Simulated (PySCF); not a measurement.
Precursor series Zr F-H. Gas-phase values, no solvent.

Method: B3LYP-D3(BJ)/def2-TZVP // BP86-D3(BJ)/def2-SVP in PySCF. B3LYP has the VWN-RPA correlation part, as in Gaussian. 

```csv
species,LUMO (eV),coordination number,charge on the central atom (Mulliken) (e),HOMO–LUMO gap (eV)
0 of 4 F replaced by H ([Zr(F)4]),-1.77,4,1.83,?
1 of 4 F replaced by H ([Zr(F)3(H)]),-2.20,4,1.51,6.70
2 of 4 F replaced by H ([Zr(F)2(H)2]),-2.73,4,1.24,5.82
3 of 4 F replaced by H ([Zr(F)(H)3]),-2.67,?,0.99,?
4 of 4 F replaced by H ([Zr(H)4]),?,?,0.79,5.58
```

Problem. Some entries are withheld; supply them.

Solution. 
- 0 of 4 F replaced by H ([Zr(F)4]), HOMO–LUMO gap (eV): 10.13
- 3 of 4 F replaced by H ([Zr(F)(H)3]), coordination number: 4
- 3 of 4 F replaced by H ([Zr(F)(H)3]), HOMO–LUMO gap (eV): 5.76
- 4 of 4 F replaced by H ([Zr(H)4]), LUMO (eV): -2.76
- 4 of 4 F replaced by H ([Zr(H)4]), coordination number: 4
